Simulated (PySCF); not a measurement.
wB97X-V on Mg⁺ (magnesium, charge +1)

Configuration: [Ne] 3s1, 2S determinant. Computed with PySCF 2.14 in aug-cc-pCVTZ (8s7p5d3f, 75 functions), with the non-relativistic Hamiltonian (point nucleus).

| Quantity | Value |
| --- | --- |
| Total energy | -199.7587 hartree |
| One-electron energy | -275.6227 hartree |
| Hartree (Coulomb) energy | 92.0909 hartree |
| Exchange-correlation energy | -16.2269 hartree |
| Kinetic energy | 199.32710 hartree |
| ⟨S²⟩ | 0.7500 |
| ⟨L²⟩ | 0.000 |
| Sum of ⟨r⟩ | 8.573 bohr |
| Sum of ⟨r²⟩ | 13.85 bohr² |
| Density at the nucleus (Gaussians lack the cusp) | 1070 bohr⁻³ |
| Spin density at the nucleus | 2.12 bohr⁻³ |
| Langevin diamagnetic susceptibility | -11.0 ×10⁻⁶ cm³/mol |

| shell | electrons | mean orbital energy (eV) | rms radius, mean of both spins (bohr) |
| --- | --- | --- | --- |
| 1s α | 1 | -1283.6 | 0.152 |
| 1s β | 1 | -1283.5 | 0.152 |
| 2s α | 1 | -96.446 | 0.763 |
| 2s β | 1 | -96.272 | 0.763 |
| 2p α | 3 | -61.980 | 0.777 |
| 2p β | 3 | -61.855 | 0.777 |
| 3s α | 1 | -14.629 | 3.00 |
